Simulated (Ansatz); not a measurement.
Gas-phase electronic energies from Ansatz, PBE0-D4/def2-TZVP geometries. CBS: MP2 limit from def2 TZ/QZ plus the TZ coupled-cluster correction, frozen cores. This one scheme is used for every species. DFT in def2-TZVPP. B3LYP here is the variant with VWN-RPA as its local correlation; programs differ in this. Elements past krypton have def2 core potentials. For In, Se outer-core shells are correlated without core-valence functions, which leaves a few kJ/mol of doubt a bond. Scalar relativity is left out up to krypton. Each species was taken in one conformer, which may not be the lowest.

Reaction (hydrogenolysis of the In–C bond): `[CH3][InH][SeH]` + H₂ → `[SeH][InH2]` + CH₄

CCSD(T)/CBS gives -8.8 kcal/mol.

**Question.** Another level gave -10.9 kcal/mol. Which?
A. B97M-V/def2-TZVPP
B. CAM-B3LYP-D4/def2-TZVPP
C. B3LYP-D4/def2-TZVPP
D. BLYP-D4/def2-TZVPP

**Answer.** C. B3LYP-D4 -10.9, B97M-V -14.2, BLYP-D4 -9.9, CAM-B3LYP-D4 -12.0 kcal/mol.

Largest T1 diagnostic among the species: 0.013.

From PBE to PBE0 (25 % exact exchange), in def2-TZVPP and without D4, ΔE moves by −1.0 kcal/mol. In def2-TZVPP, CCSD(T) changes the Hartree–Fock value by +6.7 kcal/mol (the triples alone add +1.2 kcal/mol) and MP2 by +8.8 kcal/mol. Leaving LDA and LC-ωPBE aside and taking each functional with its dispersion term where it has one, the values, not all of them listed here, spread over 4.9 kcal/mol, from B97M-V to revPBE-D4.

CCSD(T)/CBS has its own doubt, a few kJ/mol and more with outer-core shells, so smaller differences from it don't rank the levels.
